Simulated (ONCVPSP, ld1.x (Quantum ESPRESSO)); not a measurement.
# Pseudopotentials across the periodic table

Generated with ld1.x 7.5 (TM, RRKJ, ultrasoft, PAW), atompaw 4.2 or ONCVPSP 4.0.1. The cutoff is in Ry: for ld1.x and atompaw files where the sum of valence levels is converged to 10 mRy in a Bessel basis, for ONCV files where the hardest occupied wave has 1 mHa per electron of residual kinetic energy. The error is the largest all-electron minus pseudo excitation energy over each file’s own four to seven test configurations (ionisations up to +4, promotions, holes and added fractions of an electron), all of which were solved. The labels leave out finer settings (local radius, basis sizes, second energies), which also bear on the numbers. Spin-polarised tests are not counted. The rows are a selection from randomly drawn settings: files with unsolved tests, undetermined cutoffs or missed reference levels are left out.

| element | potential | cutoff (Ry) | largest error (meV) | bound ghosts |
| --- | --- | --- | --- | --- |
| K | TM semilocal, BLYP, scalar-relativistic, rc 1.25/1.65/2.45 (spd), local d, core correction no, reference 3s2 3p6 3d0 4s0 4p0 | 70 | +62 | none |
| Zn | ONCV, PBE, scalar-relativistic, rc 1.10/0.90/1.20 (spd), local smoothed, core correction yes, reference 3s2 3p6 3d10 4s0.5, qcut 11.2/15.5/11.4, projectors 2/2/1 | 156 | -8.2 | none |
| Ga | ultrasoft, PBE, fully relativistic, rc 1.55/2.35 (sp), local smoothed, core correction yes, reference 4s2 4p1 | 15 | -199 | none |
| As | RRKJ, LDA (PZ), scalar-relativistic, rc 1.35/1.60 (sp), local s, core correction no, reference 4s2 4p3 | 40 | +114 | none |

Fill in the row for Al: TM semilocal, LDA (PZ), scalar-relativistic, rc 1.50/1.75/1.60 (spd), local s, core correction no, reference 3s1.75 3p1.25.

cutoff 30 Ry, largest error +77 meV, bound ghosts: none.

Fill in the row for Li: RRKJ, PBE, non-relativistic, rc 2.85/4.20/3.45 (spd), local s, core correction no, reference 2s0 2p1.

cutoff 6 Ry, largest error -3.1 meV, bound ghosts: none.

Fill in the row for Cs: ONCV, LDA (Perdew-Zunger), fully relativistic, rc 3.05/2.15/2.85 (spd), local smoothed, core correction no, reference 5s2 5p6 6s0.5, qcut 4.9/3.2/3.5, projectors 2/2/2.

cutoff 74 Ry, largest error -112 meV, bound ghosts: none.
